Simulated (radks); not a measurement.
Results of a calculation; reference values are marked as such.
Coulomb parameter of the 3d shell of the manganese ion Mn+ in the model configuration [Ar] 3d4.5 4s1.5, as a second difference U = [E(n + 0.25) + E(n - 0.25) - 2 E(n)] / (0.25)^2 with all orbitals relaxed. "Bare": the charge of the atom changes with n. "Screened": the 4s shell takes up the change at fixed total charge, which measures U(3d,3d) + U(4s,4s) - 2 U(3d,4s). Level of theory: Dirac Kohn-Sham, PBE, spin-unpolarised, spherical densities, point nucleus; open shells are shared between the two j in proportion to 2j + 1 (a radial shooting solver on a logarithmic mesh with Libxc functionals).

case	configuration	E - E(n) (eV)
start	[Ar] 3d4.5 4s1.5	0.000
bare +0.25	[Ar] 3d4.75 4s1.5	-3.917
bare -0.25	[Ar] 3d4.25 4s1.5	4.820
screened +0.25	[Ar] 3d4.75 4s1.25	-1.072
screened -0.25	[Ar] 3d4.25 4s1.75	1.299

U(bare) = 14.446 eV, U(screened by 4s) = 3.634 eV.
